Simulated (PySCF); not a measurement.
# KS: from constants to spectrum

PBE0 constants of KS, ²Π (doublet), unpaired electrons π ↑ (PySCF, spin-free X2C with a Gaussian nucleus, basis sets K x2c-TZVPall, S x2c-TZVPall; masses 38.9637 and 31.9721 u):

| Item | Value |
| --- | --- |
| ωe | 253.9 cm⁻¹ |
| ωexe | 1.01 cm⁻¹ |
| Be | 0.12001 cm⁻¹ |
| αe | 0.000715 cm⁻¹ |
| D (centrifugal) | 1.07e-07 cm⁻¹ |
| De to K + S | 2.59 eV |

(1) Give the vibrational terms G(v) and spacings up to v = 6.

(2) How well does the Morse estimate ωe²/(4ωexe) reproduce De, and what is D0?

The state is the lowest determinant that a PBE0 search found; another state may lie lower at other levels.

Answers

(1) G(v) = ωe(v+½) − ωexe(v+½)².

| v | G(v) (cm⁻¹) | G(v) − G(v−1) | Bv (cm⁻¹) |
| --- | --- | --- | --- |
| 0 | 126.7 |  | 0.1197 |
| 1 | 378.6 | 251.9 | 0.1189 |
| 2 | 628.4 | 249.9 | 0.1182 |
| 3 | 876.3 | 247.8 | 0.1175 |
| 4 | 1122.1 | 245.8 | 0.1168 |
| 5 | 1365.9 | 243.8 | 0.1161 |
| 6 | 1607.7 | 241.8 | 0.1154 |

(2) It gives 1.98 eV, 76 % of the computed De. D0 = De − G(0) = 2.59 − 0.02 = 2.57 eV.
